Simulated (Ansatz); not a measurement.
Zn6O6H18, relaxed as a singlet with RKS PBE-D4/def2-SVP in Ansatz, starting from a model built from a lattice or polyhedron. Force threshold 0.03 eV/Å.

In the singlet geometry the species has come apart into loosely held pieces. In the singlet, H26 and H29 lie 0.77 Å apart, H13 and H16 lie 0.77 Å apart, H20 and H21 lie 0.77 Å apart (atoms count from 1), so H2 has formed as a molecule.

Start:

```xyz
30

O     2.174    1.244   -0.028
Zn    0.384    2.068    0.386
Zn    0.023    0.491   -2.443
O    -0.885    1.594   -1.076
O    -0.262    1.356    2.118
Zn   -2.402    0.571   -0.299
Zn    1.997   -0.713   -0.157
O     0.690   -1.193   -1.602
O     1.330   -1.392    1.568
Zn   -0.450   -0.633    1.989
Zn   -0.785   -2.224   -0.849
O    -1.728   -1.129    0.534
H     2.519    1.625   -0.902
H     2.833    1.491    0.676
H     0.554    3.598    0.467
H     1.221    1.280   -3.034
H    -0.967    0.120   -3.562
H    -1.223    2.431   -1.469
H     0.378    1.562    2.803
H    -1.122    1.749    2.306
H    -3.110    1.437    0.776
H    -3.410    0.237   -1.412
H     3.384   -1.349   -0.448
H     1.158   -1.741   -2.267
H     1.951   -1.210    2.298
H     1.267   -2.419    1.527
H    -0.965   -1.188    3.317
H    -1.782   -2.548   -1.960
H    -0.283   -3.514   -0.174
H    -2.491   -1.603    0.917
```

Question: Estimate the energy that the relaxation releases and the steps that it takes.

Answer: 10.70 eV, in 40 steps; 1.8 min on 2 threads of AMD EPYC 7R13 on a shared host and a share (18 GiB) of an NVIDIA H100 80GB HBM3. The force fell under the threshold at step 18, but the optimiser went on and released 1.484 eV more. No frequencies were taken in this run, so the end may be a saddle point.

Question: Does the start keep its bonding and symmetry?

Answer: Bonds lost: O1–H13, Zn3–H16, O5–H20, Zn6–H21, O9–H26, Zn11–H29 (atoms count from 1). Bonds formed: O1–Zn3, O5–Zn6, O9–Zn11 (atoms count from 1). The end holds 4 separate pieces.

Question: Predict the relaxed structure.

Answer: 
```xyz
30

O     1.6161    1.0674   -0.6269
Zn    0.2872    2.3434    0.2613
Zn    0.4500    0.7274   -2.3641
O    -1.0329    1.5500   -1.2196
O    -0.8127    1.1413    1.4984
Zn   -2.3907    0.8127    0.1215
Zn    2.1567   -0.8879   -0.3626
O     0.5712   -1.2221   -1.7535
O     0.7829   -1.6150    0.9677
Zn   -0.6893   -0.8001    2.1309
Zn   -0.5247   -2.4104   -0.4988
O    -1.8710   -1.1483    0.3847
H     3.0277    2.2138   -2.8931
H     2.4256    1.5731   -0.8386
H     0.6001    3.8377    0.5681
H     3.6883    2.5121   -2.6296
H     0.7428    1.1776   -3.8267
H    -1.4772    2.2388   -1.7504
H    -1.1188    1.6858    2.2506
H    -3.1293    2.5158    2.5071
H    -2.9290    2.8650    3.1650
H    -3.8612    1.3205    0.2059
H     3.6282   -1.3909   -0.4400
H     0.8380   -1.7620   -2.5222
H     1.2128   -2.3275    1.4809
H     0.9058   -4.5122    1.1365
H    -0.9799   -1.2488    3.5935
H    -0.8370   -3.9060   -0.8038
H     1.4065   -4.6967    1.6933
H    -2.6862   -1.6549    0.5645
```
Bond lengths (bridged metal pairs left out): 18 × O–Zn 2.05 to 2.14 Å; 6 × H–O 0.98 Å; 6 × H–Zn 1.56 Å.
